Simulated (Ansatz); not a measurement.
The input (input.yaml):

```yaml
crystal:
  periodic: [false, false, false]
  atoms:
    - { symbol: Hf, position_ang: [-0.12329, 0.022147, -0.070575] }
    - { symbol: Cl, position_ang: [-0.140657, 0.152366, 2.406809] }
    - { symbol: Cl, position_ang: [1.977773, 0.383118, -1.037249] }
    - { symbol: O, position_ang: [-1.190597, 1.45696, -0.64186] }
    - { symbol: H, position_ang: [-1.833566, 2.073468, -0.999568] }
    - { symbol: Cl, position_ang: [-1.181358, -1.87873, -0.929745] }
    - { symbol: F, position_ang: [1.523875, -2.290247, 1.339484] }
    - { symbol: H, position_ang: [1.308121, -1.953983, 2.173705] }
basis:
  gaussian: { orbitals: def2-SVP }
hamiltonian:
  xc: pbe0
  dispersion: d4
relax:
  f_tol: 0.03
  max_steps: 50
```

Run as:

```bash
$ ansatz run input.yaml --threads 4 --pin off --max-ram 5120MiB --backend cpu --events-out ev --progress --plain --runs-dir out
```

Hardware: 4 threads of Arm Neoverse V1 (shared host).

Roughly how long does this run take, and how much memory?

29 s, with a peak of 0.33 GiB, for 9 ionic steps.
